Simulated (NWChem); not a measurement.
System: CH₃F₃Hf; SMILES [CH3][Hf]([F])([F])[F]

Not confirmed as a minimum by frequencies. def2 effective core potentials on Hf; no spin-orbit coupling.

Question: Give the equilibrium geometry at PBE0/def2-SVP with def2 effective core potentials on Hf (NWChem) as a Z-matrix, with the point group.

Answer: point group C3v; any orientation.
```
Hf
F 1 1.9091
F 1 1.9091 2 113.32
F 1 1.9091 2 113.32 3 130.93
C 1 2.1960 2 105.28 3 -114.53
H 5 1.1044 1 111.31 2 60.06
H 5 1.1044 6 107.57 1 122.19
H 5 1.1044 6 107.57 7 115.62
```
